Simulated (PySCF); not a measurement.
**Structure from 2D NMR**

Compound of formula C$_{2}$H$_{8}$O$_{3}$Si. Correlations simulated from computed shifts and the bond graph:

HSQC (one-bond C–H):
| δH | δC |
| --- | --- |
| 3.45 | 65.6 |
| 3.03 | 68.8 |

COSY cross peaks (H two or three bonds apart, from the bond graph; peaks can be absent where the dihedral angle is near 90°):
| δH | δH |
| --- | --- |
| 5.15 | 3.03 |

HMBC (two and three bonds, from the bond graph):
| δH | δC |
| --- | --- |
| 5.15 | 68.8 |
| 3.45 | 68.8 |
| 3.03 | 65.6 |

[PySCF: geometry from GFN2-xTB; PBE0/pcSseg-1 with gauge-including orbitals; a single conformation; averaged over atoms made equivalent by symmetry, fast rotation or ring inversion; relativity neglected; isolated molecule]

δ = σ(ref) − σ, references computed at the same level: TMS for $^{1}$H (σref 31.72) and $^{13}$C (σref 186.93).

Exchangeable hydrogens are left out of these lists.

Question: Work out the connectivity.

Answer: `InChI=1S/C2H8O3Si/c1-5-2-6(3)4/h3-4,6H,2H2,1H3`.

Structure with atom numbers: `[CH3:1][O:2][CH2:3][SiH:4]([OH:5])[OH:6]`. Each H is labelled by its parent atom.

1. δC 68.8 is C3, an sp3 CH2 bonded to O and Si (δH 3.03).
2. δC 65.6 is C1, a methyl carbon bonded to O (δH 3.45).
3. COSY links 5.15–3.03.

The data come from this structure; uniqueness wasn't tested.

OH and NH positions are those of a molecule without intermolecular hydrogen bonds; in solution they move with solvent, concentration and temperature, and exchange usually removes their couplings. Shifts are as computed. Against solution values, carbons near 30 ppm lie about +3 ppm off and those near 130 ppm about +5 ppm. Of 1211 compounds with measured shifts, 218 miss one by over three times the rms of a fit or turn the order of signals round; such compounds aren't used in these exercises.
